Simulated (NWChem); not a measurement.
An input for doublet AlSbH3F+

AlSbH3F+ has 6 atoms, charge +1, and is taken as a doublet. SMILES of the parent species: `[F][AlH][SbH2]`. The coordinates come from a PBE0-D4/def2-TZVP relaxation. This is one conformer, not always the lowest. That shape belongs to the parent species and isn't relaxed for this state.

```xyz
6

F    -1.1146   -1.6324    1.2623
Al   -0.3361   -1.0393   -0.0698
Sb    1.2799    1.0037    0.3348
H    -0.5948   -1.8007   -1.4317
H     0.8421    1.5920   -1.2099
H    -0.0344    1.8129    1.0681
```

Settings wanted:

| Setting | Value |
| --- | --- |
| task | energy |
| method | HF |
| basis set | STO-3G |
| reference | UHF |
| SCF convergence threshold | 1e-08 |
| iteration cap | 80 |
| module | scf |

Give an NWChem 7.3.0 job that does this.

This one ran through:

alfh3sb.nw:
```
start alfh3sb
memory 1800 mb
charge 1
geometry noautosym nocenter noautoz
   F     -1.114600    -1.632400     1.262300
   Al    -0.336100    -1.039300    -0.069800
   Sb     1.279900     1.003700     0.334800
   H     -0.594800    -1.800700    -1.431700
   H      0.842100     1.592000    -1.209900
   H     -0.034400     1.812900     1.068100
end
basis spherical bse
   F library STO-3G
   Al library STO-3G
   Sb library STO-3G
   H library STO-3G
end
scf
   doublet
   uhf
   thresh 1e-08
   maxiter 80
end
task scf
```

```bash
$ nwchem alfh3sb.nw > alfh3sb.out
```

Calculated total energy: -6590.01009 Eh. The run is non-relativistic.
